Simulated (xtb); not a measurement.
H5Sn, SMILES [SnH5-], charge -1. All values are semi-empirical tight-binding results from xtb (GFN2-xTB unless named), good for trends rather than for accurate numbers. Geometry optimised at GFN2-xTB.

Optimised geometry:

```xyz
6

Sn    -0.0141    -0.0164     0.0054
H     -0.0044    -0.0155     1.8912
H     -0.0133    -0.0192    -1.8790
H      1.7719    -0.0247    -0.0004
H     -0.9012     1.5334     0.0095
H     -0.9099    -1.5644     0.0136
```
Charge -1, spin multiplicity 1.

For metal compounds this method's bond lengths and energies can be far off.

Problem. Estimate the properties. (An estimate is asked for; the answer gives what the named calculation found.)

Solution. 
```
Property                                       Value
-------------------------------------  -------------
point group as xtb finds it                      D3h
orbital gap                                  4.11 eV
zero-point energy                      13.7 kcal/mol
G − E(el) at 298.15 K (modified RRHO)  -0.8 kcal/mol
```

Problem. Give the atomic charges. (Estimate from the structure and the level; the computed values follow.)

Solution. charges (e) Sn1 0.17, H2 -0.28, H3 -0.28, H4 -0.20, H5 -0.20, H6 -0.20.
